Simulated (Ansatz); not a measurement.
Ansatz (an electronic-structure program) input (r2SCAN0/def2-TZVPD):

Ansatz 0.2 input:
```yaml
crystal:
  periodic: [false, false, false]
  atoms:
    - {symbol: Cu, position_ang: [-0.00000000, -0.00000000, -1.68966090]}
    - {symbol: I, position_ang: [0.00000000, 0.00000000, 0.92453144]}
basis:
  gaussian:
    orbitals: def2-TZVPD
hamiltonian:
  xc: {name: r2SCAN0}
total_charge: -1
magnetization: {spin_polarized: true, initial_magnetization: 1}
output: {forces: true}
```

End of the output:

```
integrals: 0.06 GiB planned
1009 factors; integrals over basis functions are off by at most 4.4e-4 eV
mean field: 0.77 GiB planned
mean field evaluation 1: about -52716.9324 eV, gradient 1.2e2 eV
mean field evaluation 2: about -52639.3375 eV, gradient 2.4e2 eV
mean field evaluation 4: about -52744.1807 eV, gradient 1.6e1 eV
mean field evaluation 8: about -52745.2535 eV, gradient 6.1e-1 eV
mean field evaluation 16: about -52745.3192 eV, gradient 7.8e-4 eV
mean field -52745.31915303 eV, -1938.3547268124 hartree, gradient 7.3e-5 eV, S^2 0.755778; 0 other end points of the search recorded, 0 dependent functions left out
the calculation of the forces begins
reference -52745.31917927 eV, -1938.3547277767 hartree; 28, 27 occupied and 79, 80 virtual orbitals, 1009 factors
Total energy: -52745.31917927 eV, -1938.3547277767 hartree
Atom 0 at    -0.000000    -0.000000    -1.689661 Å, force    -0.000000     0.000000     0.297364 eV/Å
Atom 1 at     0.000000     0.000000     0.924531 Å, force     0.000000    -0.000000    -0.297364 eV/Å
Dipole moment:    -0.000000    -0.000000     0.466891 e Å
```

The spin state was set by rule; other spins were not relaxed.
